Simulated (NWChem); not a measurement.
System: CH7Si2, doublet; SMILES [SiH3][CH][SiH3]

In the optimisation the excess spin sits in b (C2, its own frame).

Problem. Give the equilibrium geometry at B3LYP/6-31G* (spherical d), spin-unrestricted (NWChem) as a Z-matrix, with the point group.

Solution. point group C2; any orientation.
```
C
H 1 1.0937
Si 1 1.8601 2 115.80
H 3 1.4865 1 110.82 2 -178.07
H 3 1.4920 4 108.71 1 -121.96
H 3 1.4923 4 108.59 5 -116.16
Si 1 1.8601 2 115.80 3 180.00
H 7 1.4865 1 110.82 2 -178.07
H 7 1.4920 8 108.71 1 -121.96
H 7 1.4923 8 108.59 9 -116.16
```
